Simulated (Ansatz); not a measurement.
Ansatz results at the PBE0-D4/def2-TZVP geometry: HOMO–LUMO gap (PBE0/def2-TZVPP) 7.58 eV; HOMO energy (ωB97M-V/def2-TZVPP) -11.77 eV; size of the dipole moment (PBE/def2-TZVPP) 0.31 D.

Each molecule was computed in one conformer, which needn't be the lowest.

(1) Which molecule gave them?
A. `[OH][Ga]([OH])[OH]`
B. `O=C=[N][Ga]([F])[F]`
C. `N#[C][GaH][Cl]`
D. `C[CH](C)[Ga]([SH])[SH]`

Results:

(1) B. The others give `[OH][Ga]([OH])[OH]`: 8.07, -11.45, 0.00; `N#[C][GaH][Cl]`: 6.75, -11.69, 3.07; `C[CH](C)[Ga]([SH])[SH]`: 6.55, -9.49, 2.04.
